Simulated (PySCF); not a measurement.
Compound: ClGa (singlet state).
SMILES: `[Cl][Ga]`

Computed, not measured: PySCF, PBE0-D3(BJ)/def2-TZVP geometry optimisation, gas phase.

Take the most abundant isotopes and a rigid rotor. 

Q: What are the moment of inertia and the rotational constant?

A: I = 113.904 u·Å², B = 505379 MHz·u·Å²/I = 4437 MHz (0.1480 cm⁻¹, or 0.213 K as hB/k). For two atoms I = μr² with μ = 23.1990 u and r = 2.2158 Å.

Q: List the first levels of a rigid rotor in a Σ state.

A: E(J) = BJ(J+1): J = 1: 0.296, J = 2: 0.888, J = 3: 1.776, J = 4: 2.960, J = 5: 4.440, J = 6: 6.216 cm⁻¹.

Q: Where do the first rotational lines fall?

A: The dipole is 2.35 D; J+1 ← J lies at 2B(J+1): 1 ← 0 at 8.87 GHz, 2 ← 1 at 17.75 GHz, 3 ← 2 at 26.62 GHz, 4 ← 3 at 35.50 GHz, 5 ← 4 at 44.37 GHz, 6 ← 5 at 53.24 GHz.

Q: Estimate the classical rotational partition function at 25 K, 50 K and 100 K.

A: Point group C∞v, symmetry number σ = 1; q = kT/(σhB), k/h = 20836.6 MHz/K: 117 at 25 K, 235 at 50 K, 470 at 100 K.

No PBE0-D3(BJ)/def2-TZVP frequencies stand behind this structure, so it isn't proved a minimum. These are rigid-rotor constants of the computed structure; measured ground-state constants (B0) also hold zero-point vibration.
